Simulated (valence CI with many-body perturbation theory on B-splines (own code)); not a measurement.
# Level structure of Sr³³⁺

Method: configuration interaction combined with many-body perturbation theory (CI+MBPT): three valence electrons over a frozen Dirac-Fock core [He], radial functions for each j: 11 s, 11 p, 10 d, 8 f, 5 g, 2 h, with the one-electron correlation potential Σ1, the two-electron term Σ2, the three-electron term Σ3, Breit, model QED; selected CI, second order for the rest, scaled by the run's own slope (own B-spline code, finite nucleus).

No measured spectrum was set against this ion. As an estimate, large intervals hold to a few tenths of a per cent, small ones and those within an open d or f shell to about a per cent.

Levels 136 to 180 of 211, with energies above the lowest level, (2s^2 2p1/2) J=1/2. "Leading %" is the weight of the configuration and term that name the level; weights of strongly mixed levels are sums over their largest components and can fall short. In the jj column 3d3/2^4 stands for four electrons in 3d with j = 3/2. Lifetimes count E1, E2, E3, M1 and M2 decay at the calculated energies, and are blank where another channel may lead or the interval is too uncertain; long ones can be off by a factor of two.

| No. | Configuration | Term | J | E (× 10³ cm⁻¹) | Leading % | g | Lifetime | Leading jj |
| --- | --- | --- | --- | --- | --- | --- | --- | --- |
| 136 | 2s.2p.4s | 2P° | 1/2 | 26497 | 84 | 0.963 | 128 fs | 2s 2p1/2 4s (94 %) |
| 137 | 2s.2p.4p | 4D | 3/2 | 26568 | 75 | 1.255 | 203 fs | 2s 2p1/2 4p3/2 (52 %) |
| 138 | 2s.2p.4p | 2D | 3/2 | 26581 | 34 | 1.334 | 55.7 fs | 2s 2p1/2 4p1/2 (49 %) |
| 139 | 2s.2p.4p | 4P | 1/2 | 26611 | 58 | 2.063 | 127 fs | 2s 2p1/2 4p1/2 (93 %) |
| 140 | 2s.2p.4d | 4F° | 3/2 | 26651 | 65 | 0.639 | 47.2 fs | 2s 2p1/2 4d3/2 (99 %) |
| 141 | 2s.2p.4p | 4D | 5/2 | 26666 | 55 | 1.372 | 195 fs | 2s 2p1/2 4p3/2 (93 %) |
| 142 | 2s.2p.4p | 2P | 1/2 | 26667 | 52 | 1.140 | 42.8 fs | 2s 2p1/2 4p3/2 (92 %) |
| 143 | 2s.2p.4p | 2D | 3/2 | 26676 | 49 | 1.272 | 55.2 fs | 2s 2p1/2 4p3/2 (93 %) |
| 144 | 2s.2p.4d | 4F° | 5/2 | 26685 | 32 | 1.231 | 26.0 fs | 2s 2p1/2 4d5/2 (95 %) |
| 145 | 2s.2p.4f | 4G | 5/2 | 26733 | 46 | 0.837 | 52.2 fs | 2s 2p1/2 4f5/2 (100 %) |
| 146 | 2s.2p.4d | 4F° | 5/2 | 26742 | 39 | 1.148 | 51.2 fs | 2s 2p1/2 4d3/2 (81 %) |
| 147 | 2s.2p.4f | 4F | 7/2 | 26744 | 27 | 1.149 | 52.9 fs | 2s 2p1/2 4f7/2 (100 %) |
| 148 | 2s.2p.4d | 4D° | 3/2 | 26760 | 35 | 1.211 | 23.0 fs | 2s 2p1/2 4d3/2 (79 %) |
| 149 | 2s.2p.4d | 4D° | 1/2 | 26765 | 68 | 0.362 | 17.7 fs | 2s 2p1/2 4d3/2 (93 %) |
| 150 | 2s.2p.4d | 4F° | 7/2 | 26775 | 48 | 1.267 | 26.5 fs | 2s 2p1/2 4d5/2 (93 %) |
| 151 | 2s.2p.4d | 2D° | 3/2 | 26795 | 45 | 0.999 | 26.7 fs | 2s 2p1/2 4d5/2 (78 %) |
| 152 | 2s.2p.4d | 2F° | 5/2 | 26798 | 57 | 1.093 | 24.0 fs | 2s 2p1/2 4d5/2 (86 %) |
| 153 | 2s.2p.4f | 4G | 7/2 | 26827 | 42 | 1.033 | 52.3 fs | 2s 2p1/2 4f5/2 (92 %) |
| 154 | 2s.2p.4f | 4F | 3/2 | 26827 | 60 | 0.616 | 52.1 fs | 2s 2p1/2 4f5/2 (93 %) |
| 155 | 2s.2p.4f | 4G | 5/2 | 26831 | 27 | 0.997 | 52.1 fs | 2s 2p1/2 4f5/2 (81 %) |
| 156 | 2s.2p.4f | 4G | 9/2 | 26836 | 40 | 1.207 | 53.0 fs | 2s 2p1/2 4f7/2 (94 %) |
| 157 | 2s.2p.4f | 2D | 5/2 | 26841 | 37 | 0.991 | 53.0 fs | 2s 2p1/2 4f7/2 (80 %) |
| 158 | 2s.2p.4f | 2G | 7/2 | 26844 | 40 | 1.138 | 53.3 fs | 2s 2p1/2 4f7/2 (93 %) |
| 159 | 2s.2p.4s | 4P° | 5/2 | 27011 | 100 | 1.592 | 141 fs | 2s 2p3/2 4s (100 %) |
| 160 | 2s.2p.4s | 2P° | 3/2 | 27043 | 83 | 1.388 | 105 fs | 2s 2p3/2 4s (100 %) |
| 161 | 2s.2p.4p | 4P | 3/2 | 27136 | 45 | 1.628 | 109 fs | 2s 2p3/2 4p1/2 (100 %) |
| 162 | 2s.2p.4p | 4D | 5/2 | 27143 | 37 | 1.369 | 79.9 fs | 2s 2p3/2 4p1/2 (98 %) |
| 163 | 2s.2p.4p | 4D | 7/2 | 27193 | 100 | 1.423 | 220 fs | 2s 2p3/2 4p3/2 (100 %) |
| 164 | 2s.2p.4p | 2P | 3/2 | 27205 | 51 | 1.495 | 58.8 fs | 2s 2p3/2 4p3/2 (99 %) |
| 165 | 2s.2p.4p | 2D | 5/2 | 27228 | 52 | 1.384 | 63.7 fs | 2s 2p3/2 4p3/2 (98 %) |
| 166 | 2s.2p.4p | 2S | 1/2 | 27241 | 58 | 1.639 | 46.0 fs | 2s 2p3/2 4p3/2 (99 %) |
| 167 | 2s.2p.4d | 4F° | 9/2 | 27297 | 100 | 1.329 | 104 fs | 2s 2p3/2 4d5/2 (100 %) |
| 168 | 2s.2p.4d | 4D° | 5/2 | 27298 | 49 | 1.269 | 23.0 fs | 2s 2p3/2 4d3/2 (98 %) |
| 169 | 2s.2p.4d | 4D° | 7/2 | 27299 | 47 | 1.315 | 26.8 fs | 2s 2p3/2 4d3/2 (65 %) |
| 170 | 2s.2p.4d | 4P° | 3/2 | 27304 | 51 | 1.429 | 21.7 fs | 2s 2p3/2 4d3/2 (97 %) |
| 171 | 2s.2p.4d | 4P° | 1/2 | 27307 | 88 | 2.333 | 24.3 fs | 2s 2p3/2 4d3/2 (98 %) |
| 172 | 2s.2p.4d | 2D° | 5/2 | 27330 | 48 | 1.270 | 26.4 fs | 2s 2p3/2 4d5/2 (98 %) |
| 173 | 2s.2p.4d | 2P° | 3/2 | 27344 | 40 | 1.169 | 27.6 fs | 2s 2p3/2 4d5/2 (95 %) |
| 174 | 2s.2p.4d | 2F° | 7/2 | 27353 | 80 | 1.195 | 17.8 fs | 2s 2p3/2 4d5/2 (65 %) |
| 175 | 2s.2p.4d | 2P° | 1/2 | 27368 | 76 | 0.673 | 21.7 fs | 2s 2p3/2 4d5/2 (88 %) |
| 176 | 2s.2p.4f | 4F | 7/2 | 27369 | 42 | 1.134 | 52.2 fs | 2s 2p3/2 4f5/2 (99 %) |
| 177 | 2s.2p.4f | 4F | 5/2 | 27373 | 46 | 1.072 | 52.1 fs | 2s 2p3/2 4f5/2 (100 %) |
| 178 | 2s.2p.4f | 4G | 9/2 | 27374 | 53 | 1.233 | 52.3 fs | 2s 2p3/2 4f5/2 (55 %) |
| 179 | 2s.2p.4f | 4D | 3/2 | 27380 | 64 | 0.941 | 52.0 fs | 2s 2p3/2 4f5/2 (100 %) |
| 180 | 2s.2p.4f | 2F | 7/2 | 27383 | 41 | 1.192 | 52.8 fs | 2s 2p3/2 4f7/2 (99 %) |
